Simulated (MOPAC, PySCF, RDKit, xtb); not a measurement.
CH4 (SMILES C) and CH2O (SMILES C=O) are pulled apart as rigid monomers along the line of their centres of mass, from the B3LYP-D3(BJ)/def2-TZVP minimum. Starting geometry (charge 0, multiplicity 1):
```tsv
atom	x (Å)	y (Å)	z (Å)
C	0.1363	0.1478	-0.1939
H	-0.8637	0.5548	-0.0458
H	0.8224	0.5857	0.5295
H	0.1151	-0.9338	-0.0669
H	0.4731	0.3853	-1.2019
C	-0.7113	-0.2228	3.0836
O	0.2603	-0.1274	3.7795
H	-1.0303	-1.1891	2.6478
H	-1.3453	0.6506	2.8364
```

Interaction energies with rigid monomers; basis-set methods are counterpoise corrected unless marked otherwise.

Rows in 3-21G, 6-31G* carry no dispersion term and start afresh at each structure (6-31G* with six Cartesian d functions). The state that PM6 reach isn't checked.

Run with MOPAC for PM6 (differences of heats of formation); PySCF for 3-21G rows, 6-31G* rows; RDKit for the force fields; xtb for the GFN methods. Values without a source in brackets are computed.

```tsv
C1···C6 (Å)	MMFF94 (kJ/mol)	PM6 (kJ/mol)	GFN2-xTB (kJ/mol)	HF/3-21G (no counterpoise) (kJ/mol)	HF/6-31G* (kJ/mol)
3.07	4.5	-1.6	-1.6	4.5	7.2
3.41	-0.8	-1.7	-3.0	0.3	1.6
3.91	-1.4	-0.9	-2.4	___	-0.2
4.76	-0.6	-0.3	-1.1	-0.3	-0.2
6.11	-0.1	-0.1	-0.3	-0.1	___
```

**Question.** What belongs in the gaps?

**Answer.** 
- 6.11, HF/6-31G* (kJ/mol): -0.1
- 3.91, HF/3-21G (no counterpoise) (kJ/mol): -0.8
